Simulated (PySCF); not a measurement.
**Excitation energy of Re⁺ by level of theory**

Re⁺ [Xe] 4f14 5d5 6s1 (7S) → Re⁺ [Xe] 4f14 5d4 6s1 7s1 (7D), as a difference of total energies. All numbers are calculated (PySCF 2.14, scalar relativity through the core potential, in aug-cc-pwCVDZ-PP with ECP60MDF (6s6p5d3f, 70 functions)). Correlated levels: valence: 5s2 5p6 frozen; valence and next inner shell: nothing frozen outside the core potential. The calculations carry no spin-orbit coupling.

```json
{"method": "UHF", "excitation energy (cm⁻¹)": "97444"}
{"method": "LDA", "excitation energy (cm⁻¹)": "102620"}
{"method": "PBE", "excitation energy (cm⁻¹)": "101460"}
{"method": "PBE0", "excitation energy (cm⁻¹)": "101850"}
{"method": "r2SCAN", "excitation energy (cm⁻¹)": "103770"}
{"method": "MN15", "excitation energy (cm⁻¹)": "101640"}
{"method": "r2SCANh", "excitation energy (cm⁻¹)": "103700"}
{"method": "LC-wPBE", "excitation energy (cm⁻¹)": "101270"}
{"method": "M06-L", "excitation energy (cm⁻¹)": "106430"}
{"method": "MP2 (valence)", "excitation energy (cm⁻¹)": "101540"}
{"method": "SCS-MP2 (valence)", "excitation energy (cm⁻¹)": "98809"}
{"method": "MP2 (valence and next inner shell)", "excitation energy (cm⁻¹)": "101900"}
{"method": "SCS-MP2 (valence and next inner shell)", "excitation energy (cm⁻¹)": "99682"}
```

The promoted electron is Rydberg-like, and one or two diffuse shells describe it only roughly, which tends to raise the upper state.
